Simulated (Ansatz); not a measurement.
Compare A (`C[Si](N)(O)[SiH3]`) with its isomer B (`N[SiH2][SiH2]CO`).

Isolated molecules relaxed with PBE0-D4/def2-TZVP in Ansatz; ΔE leaves out vibrations. CCSD(T)/CBS is the MP2 limit (def2-TZVPP, def2-QZVPP) plus CCSD(T) − MP2 in def2-TZVPP, frozen cores. DFT in def2-TZVPP. B3LYP here is the variant with VWN-RPA as its local correlation; programs differ in this. Each species was taken in one conformer, which may not be the lowest.

Question: Which is lower in electronic energy at CCSD(T)/CBS, and by how much? (An estimate is asked.)

Answer: Computed: A, by 235.8 kJ/mol.

Question: Give E(B) − E(A) in kJ/mol with PBE-D4, ωB97M-V, CCSD(T)/def2-TZVPP, B2PLYP, HF/def2-TZVPP, CCSD/def2-TZVPP, B3LYP. (An estimate is asked.)

Answer: Computed: PBE-D4 218.9, ωB97M-V 233.4, CCSD(T)/def2-TZVPP 232.8, B2PLYP 232.6, HF/def2-TZVPP 233.0, CCSD/def2-TZVPP 233.4, B3LYP 225.3. None reverses the order clearly.

Largest T1 diagnostic: 0.012.

The D4 term adds +4.1 kJ/mol with B3LYP and +2.2 kJ/mol with PBE0; it sums over pairs of atoms, weighted by their polarisabilities, and B3LYP, whose exchange is more repulsive, gets the larger term. From PBE to PBE0 (25 % exact exchange), in def2-TZVPP and without D4, E(B) − E(A) moves by +7.3 kJ/mol.
